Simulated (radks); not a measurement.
Problem. The nitrogen ion N+, 6 electrons, occupied as [He] 2s2 2p2. Method: scalar-relativistic Kohn-Sham, r2SCAN, spin-polarised, spherical densities, finite nucleus; open shells are filled with parallel spins first; meta-GGA in the generalised Kohn-Sham scheme; Fermi nuclear charge, rms radius 2.5582 fm; computed with a radial shooting solver on a logarithmic mesh with Libxc functionals. Some entries of the table are withheld. Estimate them.

orbital,occ.,eigenvalue (Ry),<1/r> (bohr^-1),r(max) (bohr)
1s up,1,-29.88748,6.640,0.1484
1s down,1,-29.76800,6.663,0.1481
2s up,1,-2.59364,(1),0.9804
2s down,1,-2.22271,(2),1.006
2p up,2,-1.65521,1.058,0.9129
2p down,0,-1.29009,0.9988,0.9675

Solution. 
(1) 2s up <1/r> (bohr^-1): 1.179
(2) 2s down <1/r> (bohr^-1): 1.126
